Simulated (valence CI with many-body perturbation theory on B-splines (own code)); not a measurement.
E1 transitions of V XVII

Method: configuration interaction combined with many-body perturbation theory (CI+MBPT): five valence electrons over a frozen Dirac-Fock core [He], a basis of 9 s, 9 p, 8 d, 6 f, 3 g, 1 h functions for each j, with the one-electron correlation potential Σ1, the two-electron term Σ2, the three-electron term Σ3, Breit, model QED; selected CI, second order for the rest (own B-spline code, finite nucleus).

No measured spectrum was set against this ion. As an estimate, levels of excited configurations hold to 0.05 to 0.15 % of their energy, terms of the ground configuration to about 0.5 %. Among the levels kept, up to 1900 cm⁻¹ of a level comes from second order outside the variational space, and about a tenth of that is noise between levels of different J, which matters for small intervals.

Lines 201 to 250 of 272 in falling wavelength, among levels below 743.50 eV, chosen from the strongest by gf and those to the six lowest levels. Wavelengths and rates use the calculated energies, so an error of 500 cm⁻¹ moves a line at 1.769 nm by 0.0088 % and its rate by three times that or more. Electric multipoles are in the length gauge, E1 and E2 with the static RPA response of the core. Weak lines are less certain than strong ones. Lines between different terms over intervals too small for the method are left out, as are lines whose strength nearly cancels. Where a level lies close to another of its J and parity, the split of strength between their lines is uncertain. The highest levels of a list are the least certain.

Names give the largest LS component (configuration and term), which can be under half, so a name can repeat, a term be missing and a line seem to break the LS rules; names also repeat where a configuration has a term twice. Letters in brackets count levels of one name in rising energy.

| λ vac (nm) | Upper | Lower | A (s⁻¹) | log gf | Branch % |
| --- | --- | --- | --- | --- | --- |
| 1.769 | 2s²2p²3d ⁴D_7/2 | 2s²2p³ ²D°_5/2 | 1.05e+10 | -2.40 | 80.9 |
| 1.769 | 2s²2p²3d ⁴D_1/2 | 2s²2p³ ²D°_3/2 | 1.00e+11 | -2.03 | 11.4 |
| 1.768 | 2s²2p²3d ²F_5/2 [a] | 2s²2p³ ²D°_3/2 | 2.22e+11 | -1.21 | 10.7 |
| 1.768 | 2s²2p²3d ²F_5/2 [b] | 2s²2p³ ²D°_5/2 | 2.84e+11 | -1.10 | 7.6 |
| 1.767 | 2s²2p²3d ²D_3/2 [a] | 2s²2p³ ²P°_1/2 | 4.54e+12 | -0.07 | 67.9 |
| 1.765 | 2s2p³3p ⁶P_3/2 | 2s²2p³ ²P°_1/2 | 9.54e+09 | -2.75 | 44.8 |
| 1.764 | 2s²2p²3d ⁴D_3/2 | 2s²2p³ ²D°_3/2 | 1.57e+12 | -0.53 | 58.5 |
| 1.762 | 2s²2p²3d ²F_5/2 [b] | 2s²2p³ ²D°_3/2 | 1.30e+12 | -0.44 | 34.8 |
| 1.761 | 2s²2p²3d ²D_3/2 [b] | 2s²2p³ ²P°_3/2 | 9.20e+10 | -1.77 | 0.9 |
| 1.760 | 2s²2p²3d ⁴P_5/2 | 2s²2p³ ²D°_5/2 | 5.85e+11 | -0.79 | 6.4 |
| 1.760 | 2s²2p²3d ²D_5/2 [b] | 2s²2p³ ²P°_3/2 | 8.61e+11 | -0.62 | 6.9 |
| 1.758 | 2s²2p²3d ⁴P_3/2 | 2s²2p³ ²D°_5/2 | 2.36e+11 | -1.36 | 2.0 |
| 1.755 | 2s²2p²3d ²F_7/2 [a] | 2s²2p³ ²D°_5/2 | 2.51e+12 | -0.03 | 99.9 |
| 1.754 | 2s²2p²3d ⁴P_5/2 | 2s²2p³ ²D°_3/2 | 1.70e+10 | -2.33 | 0.2 |
| 1.754 | 2s²2p²3d ²P_1/2 [b] | 2s²2p³ ²P°_3/2 | 5.54e+10 | -2.29 | 0.7 |
| 1.754 | 2s²2p²3d ²P_1/2 [a] | 2s²2p³ ²D°_3/2 | 5.15e+10 | -2.32 | 1.1 |
| 1.753 | 2s2p³3p ⁴P_5/2 | 2s²2p³ ²P°_3/2 | 3.13e+11 | -1.06 | 10.2 |
| 1.752 | 2s²2p²3d ²D_3/2 [b] | 2s²2p³ ²P°_1/2 | 2.34e+12 | -0.36 | 23.2 |
| 1.752 | 2s2p³3p ⁴P_3/2 | 2s²2p³ ²P°_3/2 | 1.69e+10 | -2.51 | 0.7 |
| 1.751 | 2s²2p²3d ²D_5/2 [c] | 2s²2p³ ²P°_3/2 | 8.49e+12 | 0.37 | 73.7 |
| 1.748 | 2s²2p²3d ²P_3/2 [b] | 2s²2p³ ²P°_3/2 | 7.62e+12 | 0.15 | 78.5 |
| 1.748 | 2s²2p²3d ²S_1/2 | 2s²2p³ ²P°_3/2 | 4.70e+12 | -0.37 | 65.3 |
| 1.746 | 2s²2p²3d ⁴F_3/2 | 2s²2p³ ⁴S°_3/2 | 2.05e+11 | -1.43 | 35.3 |
| 1.746 | 2s²2p²3d ²P_1/2 [b] | 2s²2p³ ²P°_1/2 | 4.34e+12 | -0.40 | 53.3 |
| 1.745 | 2s²2p²3d ²D_3/2 [a] | 2s²2p³ ²D°_5/2 | 7.09e+11 | -0.89 | 10.6 |
| 1.744 | 2s²2p²3d ²D_5/2 [a] | 2s²2p³ ²D°_5/2 | 3.41e+12 | -0.03 | 29.7 |
| 1.742 | 2s2p³3p ⁴P_1/2 | 2s²2p³ ²P°_1/2 | 1.40e+10 | -2.90 | 0.6 |
| 1.742 | 2s²2p²3d ⁴F_5/2 | 2s²2p³ ⁴S°_3/2 | 6.99e+11 | -0.72 | 70.2 |
| 1.742 | 2s2p³3p ⁶P_5/2 | 2s²2p³ ²D°_5/2 | 4.24e+09 | -2.94 | 4.0 |
| 1.739 | 2s²2p²3d ²P_3/2 [b] | 2s²2p³ ²P°_1/2 | 8.15e+11 | -0.83 | 8.4 |
| 1.739 | 2s²2p²3d ²D_3/2 [a] | 2s²2p³ ²D°_3/2 | 2.52e+11 | -1.34 | 3.8 |
| 1.739 | 2s²2p²3d ²S_1/2 | 2s²2p³ ²P°_1/2 | 8.57e+11 | -1.11 | 11.9 |
| 1.739 | 2s2p³3p ⁶P_7/2 | 2s²2p³ ²D°_5/2 | 4.42e+10 | -1.79 | 94.8 |
| 1.739 | 2s²2p²3d ²D_5/2 [a] | 2s²2p³ ²D°_3/2 | 7.37e+12 | 0.30 | 64.3 |
| 1.738 | 2s²2p²3d ²G_7/2 | 2s²2p³ ²D°_5/2 | 1.56e+12 | -0.25 | 99.8 |
| 1.736 | 2s2p³3p ⁶P_5/2 | 2s²2p³ ²D°_3/2 | 6.66e+10 | -1.74 | 62.5 |
| 1.733 | 2s²2p²3d ²P_3/2 [a] | 2s²2p³ ⁴S°_3/2 | 8.73e+11 | -0.80 | 34.9 |
| 1.732 | 2s²2p²3d ⁴D_1/2 | 2s²2p³ ⁴S°_3/2 | 3.19e+11 | -1.54 | 36.2 |
| 1.731 | 2s²2p²3d ²F_5/2 [a] | 2s²2p³ ⁴S°_3/2 | 1.84e+12 | -0.30 | 88.6 |
| 1.731 | 2s²2p²3d ²D_3/2 [b] | 2s²2p³ ²D°_5/2 | 1.25e+12 | -0.65 | 12.4 |
| 1.730 | 2s²2p²3d ²D_5/2 [b] | 2s²2p³ ²D°_5/2 | 5.73e+12 | 0.19 | 46.2 |
| 1.727 | 2s²2p²3d ⁴D_3/2 | 2s²2p³ ⁴S°_3/2 | 4.35e+11 | -1.11 | 16.2 |
| 1.726 | 2s²2p²3d ²F_7/2 [b] | 2s²2p³ ²D°_5/2 | 1.49e+13 | 0.73 | 100.0 |
| 1.725 | 2s²2p²3d ²F_5/2 [b] | 2s²2p³ ⁴S°_3/2 | 2.08e+12 | -0.26 | 55.8 |
| 1.725 | 2s²2p²3d ²D_3/2 [b] | 2s²2p³ ²D°_3/2 | 6.35e+12 | 0.05 | 62.9 |
| 1.724 | 2s²2p²3d ²D_5/2 [b] | 2s²2p³ ²D°_3/2 | 5.75e+12 | 0.19 | 46.4 |
| 1.722 | 2s2p³3p ⁴P_5/2 | 2s²2p³ ²D°_5/2 | 3.16e+09 | -3.07 | 0.1 |
| 1.720 | 2s²2p²3d ²D_5/2 [c] | 2s²2p³ ²D°_5/2 | 9.81e+10 | -1.58 | 0.9 |
| 1.718 | 2s²2p²3d ²P_1/2 [b] | 2s²2p³ ²D°_3/2 | 3.69e+12 | -0.49 | 45.3 |
| 1.718 | 2s²2p²3d ²P_3/2 [b] | 2s²2p³ ²D°_5/2 | 1.14e+12 | -0.69 | 11.8 |

(1) How does gf follow from A for the line at 1.727 nm?

Results:

(1) gf = 1.4992 × (2J+1)_upper × A / σ², with σ = 5791654 cm⁻¹ and 2J+1 = 4: gf = 0.0777.
